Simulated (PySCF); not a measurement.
**How methods differ on the ionisation energy of As**

As [Ar] 3d10 4s2 4p3 (4S) → As⁺ [Ar] 3d10 4s2 4p2 (3P), as a difference of total energies. Computed with PySCF 2.14 in cc-pVTZ-PP with ECP10MDF, with scalar relativity through the core potential. Correlated levels: valence: 3s2 3p6 3d10 frozen. The calculations carry no spin-orbit coupling.

| method | ionisation energy (eV) | error (eV) |
| --- | --- | --- |
| UHF | 9.424 | -0.584 |
| B3LYP | 9.804 | -0.204 |
| PBE0 | 9.918 | -0.090 |
| MP2 (valence) | 9.897 | -0.111 |
| SCS-MP2 (valence) | 9.751 | -0.257 |
| CCSD (valence) | 9.863 | -0.145 |
| CCSD(T) (valence) | 9.895 | -0.113 |

Reference: 10.008 eV (measured; NIST levels, between the centres of gravity of the two terms).

Errors of the correlated levels include the incompleteness of this basis and the frozen core.
